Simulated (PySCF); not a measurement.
A run for PySCF: R-B3LYP/6-31G* on CH3Cl (SMILES CCl).

```python
from pyscf import gto, scf, dft, mp
from pyscf.data.elements import chemcore

mol = gto.M(
    atom='''
    C    -0.82271389   -0.58665181    3.41838988
    Cl    0.43476121    0.63558920    3.80025670
    H    -1.14112637   -1.04863459    4.34782956
    H    -1.65394489   -0.08126289    2.93669682
    H    -0.38919707   -1.32452192    2.75085591
    ''',
    basis='6-31g*',
    cart=True,
    charge=0, spin=0, verbose=3, max_memory=1800)
mf = dft.RKS(mol, xc='b3lyp')
mf.conv_tol = 1e-8
mf.max_cycle = 100
mf.kernel()
if not mf.converged:
    mf = mf.newton().run(mf.mo_coeff, mf.mo_occ)
```

The log:

```
converged SCF energy = -500.108445033821
```

The calculation finished and met its thresholds.

Cost: around 0.6 core-seconds (rough).
